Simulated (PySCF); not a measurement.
C2H8FNSi2. Atoms are numbered in the order given.

```xyz
14

F      0.0751     0.2291    -1.3307
C      0.8294     0.7249    -0.2329
Si     2.2987    -0.4904     0.0378
N      0.1093     0.8509     0.9635
C     -1.0847     0.4297     1.1292
Si    -2.2770    -0.4298    -0.1028
H      1.1953     1.7226    -0.5362
H      3.2171     0.0561     1.0724
H      1.7212    -1.7894     0.4750
H      3.0223    -0.6510    -1.2532
H     -1.4875     0.5834     2.1463
H     -3.5015    -0.7389     0.6958
H     -2.6664     0.4655    -1.2252
H     -1.7143    -1.7101    -0.6108
```

The structure is a stationary point at B3LYP-D3(BJ)/def2-SVP. The structure was generated by enumeration; whether it is a known compound was not checked. One conformer was computed; it need not be the lowest.

Computed with PBE/def2-TZVP (PySCF).

ESP charges are fitted to the potential on shells at 1.4 to 2.0 van der Waals radii. Atomic charges (e):

```
atom    IAO  Mulliken  Löwdin  ESP fit
----  -----  --------  ------  -------
F1    -0.32     -0.21    0.11    -0.20
C2    -0.01      0.09   -0.51     0.20
Si3    0.57      0.14    0.29     0.05
N4    -0.22     -0.15    0.13    -0.49
C5    -0.26     -0.15   -0.35     0.28
Si6    0.51      0.13    0.21     0.04
H7     0.17      0.11    0.15     0.15
H8    -0.10     -0.01   -0.02     0.00
H9    -0.09     -0.01   -0.02     0.02
H10   -0.10     -0.01   -0.03    -0.01
H11    0.15      0.13    0.13     0.04
H12   -0.12     -0.04   -0.03    -0.06
H13   -0.09     -0.01   -0.03     0.00
H14   -0.09     -0.01   -0.03     0.00
```

Computed Mayer and Wiberg (Löwdin basis) orders of the bonds:
```csv
bond,Mayer,Wiberg
F1–C2,0.93,1.53
C2–Si3,0.92,1.05
C2–N4,1.11,1.50
N4–C5,1.88,2.23
C5–Si6,0.97,1.14
C2–H7,0.91,0.83
Si3–H8,0.94,0.95
Si3–H9,0.95,0.95
Si3–H10,0.94,0.95
C5–H11,0.92,0.86
Si6–H12,0.93,0.95
Si6–H13,0.94,0.95
Si6–H14,0.94,0.95
```
